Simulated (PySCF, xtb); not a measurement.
H₇NO₂Si₂, SMILES N[Si](O)(O)[SiH3]. One conformer was computed; it need not be the lowest.

Harmonic wavenumbers (cm⁻¹) from GFN2-xTB run with xtb at its own minimum, in rising order: 22, 122, 126, 187, 231, 234, 261, 303, 306, 468, 476, 487, 635, 764, 767, 800, 801, 814, 815, 854, 873, 919, 1544, 2184, 2197, 2240, 3479, 3509, 3637, 3645.

What does PBE-D3(BJ)/def2-SVP in PySCF give at its own minimum? (Estimate from the structure and the level; the computed values follow.)

100, 118, 131, 173, 238, 252, 273, 357, 378, 441, 480, 503, 503, 732, 766, 786, 832, 850, 884, 899, 906, 932, 1494, 2145, 2155, 2164, 3474, 3568, 3724, 3726. Paired by order, the mean absolute difference is 38 cm⁻¹ and the zero-point energies are 48.2 and 48.6 kcal/mol.
